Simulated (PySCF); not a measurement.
## Orbital picture of HBr⁺

CAM-B3LYP at R = 1.463 Å; H pcseg-1, Br pcseg-1; no relativity (PySCF 2.14). State: ²Π (doublet), unpaired electrons π ↑. Only the outer orbitals are listed, counted within each symmetry.

```
spin  orbital  occ.  ε (eV)  on H (%)          main shells (%)
   α       7σ     1  -34.13         5                  93 Br s
   α       8σ     1  -22.99        26          68 Br p, 25 H s
   α       4π     1  -20.89         0                 100 Br p
   α       4π     1  -19.49         0                 100 Br p
   α       9σ     0   -7.09        70  69 H s, 24 Br p, 9 Br d
   α      10σ     0    0.28        63          63 H s, 33 Br d
   α       5π     0    3.32         2                  98 Br d
   β       7σ     1  -32.87         7                  91 Br s
   β       8σ     1  -22.67        27          65 Br p, 26 H s
   β       4π     1  -19.07         0                 100 Br p
   β       4π     0  -13.69         0                 100 Br p
   β       9σ     0   -6.90        68          68 H s, 25 Br p
   β      10σ     0    0.54        67          67 H s, 32 Br d
```

Q: Which are the highest filled and the lowest empty level, where do they sit, and how wide is the gap?

A: Highest filled β 4π at -19.07 eV (in %: 100 Br p); lowest empty β 4π at -13.69 eV (in %: 100 Br p); the gap at CAM-B3LYP is 5.38 eV. Both belong to one degenerate shell, split only by its one-sided filling, so this is no excitation gap.

The bond order (Mayer) is 0.88 and the ⟨S²⟩ is 0.752. The charge on H (Mulliken, basis-dependent) is 0.34, the charge on H (Löwdin, basis-dependent) is 0.19 and the dipole moment (positive dipole points towards Br; it is taken about the centre of mass and depends on that origin) is -1.75 D. The polarisability along the bond is 16.2 bohr³ and the polarisability across the bond is 10.2 bohr³.

Spin–orbit coupling is left out. The state is the lowest determinant that a PBE0 search found; another state may lie lower at other levels.
